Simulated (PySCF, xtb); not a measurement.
siletan-1-amine (C3H9NSi), SMILES C1[SiH](CC1)N.

GFN2-xTB in xtb 6.7.1 at its own geometry gives an orbital gap of 5.30 eV and a dipole moment of 1.47 D.

Geometry: PBE0-D3(BJ)/def2-SVP. The values are those of a single conformer.

Problem. What does PBE0/def2-TZVP (PySCF) give? (Estimate from the structure and the level; the computed values follow.)

Solution. gap 7.83 eV (levels -7.00 and 0.83 eV), dipole 1.24 D.
